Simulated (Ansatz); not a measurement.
Ideal-gas functions of CH₂FGaOS (`O[C](=S)[GaH][F]`) at 500 K and 1 bar, from an Ansatz frequency run at PBE0-D4/def2-TZVP.

Molar mass 150.81 g/mol, point group C1 (symmetry number 1), electronic degeneracy 1, moments of inertia 115.98, 299.686, 344.262 u Å². Harmonic wavenumbers (cm⁻¹, unscaled): 62, 94, 130, 306, 395, 466, 560, 595, 677, 704, 979, 1330, 1397, 2067, 3635.

Use S(trans) = R[1.5 ln M + 2.5 ln T − 1.1517]; rotational temperatures θ = 24.2544 K / I; S(rot) = R[ln(√π/σ · √(T³/θAθBθC)) + 1.5]; for each mode x = 1.438777 ν̃/T, S = R[x/(eˣ − 1) − ln(1 − e⁻ˣ)] and H = RT x/(eˣ − 1); 1 cm⁻¹ = 0.0119627 kJ/mol; R = 8.31446 J/(mol·K).

Problem. By hand: the entropy, in J/(mol·K).

Solution. Translation 182.2. Rotation: θ = 0.2091, 0.0809, 0.0705 K, giving 122.7. Vibration, mode by mode: 22.66, 19.21, 16.54, 9.64, 7.68, 6.47, 5.19, 4.79, 3.97, 3.73, 2.00, 0.89, 0.76, 0.15, 0.00, in all 103.7. Electronic 0.0. Sum 408.6 J/(mol·K).

Problem. By hand: H − E and G − E in kJ/mol, counted from the electronic energy.

Solution. Zero-point energy ½ × 13397 × 0.0119627 = 80.1; thermal vibration 25.0; translation, rotation and pV give 4 RT = 16.6. H − E = 121.7 kJ/mol, and G − E = 121.7 − 500 × 408.6/1000 = -82.6 kJ/mol.

Vibration gives 25 % of the entropy, 58.4 J/(mol·K) of it from the modes under 150 cm⁻¹: soft modes count most, and the harmonic formula is weakest for them. The sum counts one conformer and one mirror image; others add a mixing term.
